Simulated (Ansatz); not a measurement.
The same molecule with X = B, Al, Ga. Ansatz, PBE0-D4/def2-TZVP geometries, multiplicity 1. Each molecule was computed in one conformer, which needn't be the lowest.

Scalar relativity is left out up to krypton.

| X | molecule | mean X–F bond length / Å | mean X–N bond length / Å | mean X–O bond length / Å | LUMO energy (ωB97M-V/def2-TZVPP) / eV | HOMO energy (B3LYP/def2-TZVPP) / eV | HOMO–LUMO gap (ωB97M-V/def2-TZVPP) / eV |
| --- | --- | --- | --- | --- | --- | --- | --- |
| B | `NB(F)O[SiH3]` | 1.338 | 1.402 | 1.361 | 1.64 | -7.93 | 12.22 |
| Al | `[NH2][Al]([F])[O][SiH3]` | 1.645 | 1.749 | 1.672 | 0.96 | -7.53 | 11.15 |

Give the row for X = Ga, `[NH2][Ga]([F])[O][SiH3]`. (An estimate is asked.)

Ansatz gave: 
| X | molecule | mean X–F bond length / Å | mean X–N bond length / Å | mean X–O bond length / Å | LUMO energy (ωB97M-V/def2-TZVPP) / eV | HOMO energy (B3LYP/def2-TZVPP) / eV | HOMO–LUMO gap (ωB97M-V/def2-TZVPP) / eV |
| --- | --- | --- | --- | --- | --- | --- | --- |
| Ga | `[NH2][Ga]([F])[O][SiH3]` | 1.749 | 1.792 | 1.762 | 0.76 | -7.83 | 11.22 |

From B to Ga the mean X–F bond length rises at each step, by 0.411 Å in all; the mean X–N bond length rises at each step, by 0.390 Å in all; the mean X–O bond length rises at each step, by 0.401 Å in all; the LUMO energy (ωB97M-V/def2-TZVPP) falls at each step, by 0.88 eV in all; the HOMO energy (B3LYP/def2-TZVPP) isn't monotonic: highest at Al, lowest at B; the HOMO–LUMO gap (ωB97M-V/def2-TZVPP) isn't monotonic: highest at B, lowest at Al.

Positive LUMOs are unbound, so they and the gaps depend on the basis.

B3LYP here is the variant with VWN-RPA as its local correlation; programs differ in this.
